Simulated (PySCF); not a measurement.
Computed shifts of a molecule C6H4O2, PySCF with HF/pcSseg-1, GIAO, gas phase, atoms alike by connectivity averaged where their shifts nearly agree, in ppm (number of nuclei): ¹³C: 191.7 (2), 145.9 (4). ¹H: 7.27 (4). References: ¹⁷O against H2O (σ = 333.0 ppm); ¹³C against TMS (σ = 192.6 ppm); ¹H against TMS (σ = 31.99 ppm), references at their B3LYP-D3(BJ)/def2-TZVP geometries, non-relativistic. Coordinates come from a PBE0-D3(BJ)/def2-SVP optimisation. Other conformers were not sampled.

### Question
Identify the compound among the candidates.
A) C#Cc1cocc1O
B) O=C1C=CC(=O)C=C1
C) C#Cc1ccoc1O
D) C#Cc1ccc(O)o1

### Answer
B, O=C1C=CC(=O)C=C1
